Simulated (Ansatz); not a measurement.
Two isomers of CH9BOSi2: A = `C[SiH]([SiH3])BO`, B = `CB(O)[SiH2][SiH3]`.

Program: Ansatz. Geometries: PBE0-D4/def2-TZVP. ΔE: electronic, gas phase. CCSD(T)/CBS adds triple-zeta CCSD(T) − MP2 to the extrapolated MP2 energy (def2 sets, frozen cores). DFT in def2-TZVPP. B3LYP here is the variant with VWN-RPA as its local correlation; programs differ in this. Each species was taken in one conformer, which may not be the lowest.

Which isomer does CCSD(T)/CBS put lower? Give the gap. (Best estimate.)

Computed: B, by 3.8 kcal/mol.

Give E(B) − E(A) in kcal/mol with ωB97M-V, PBE0-D4, B3LYP, r2SCAN-D4, B2PLYP, CCSD/def2-TZVPP, MP2/def2-TZVPP. (An estimate is asked.)

The calculation gave: ωB97M-V -4.0, PBE0-D4 -4.5, B3LYP -4.1, r2SCAN-D4 -4.7, B2PLYP -3.9, CCSD/def2-TZVPP -3.8, MP2/def2-TZVPP -3.5. None reverses the order clearly.

Largest T1 diagnostic: 0.014.
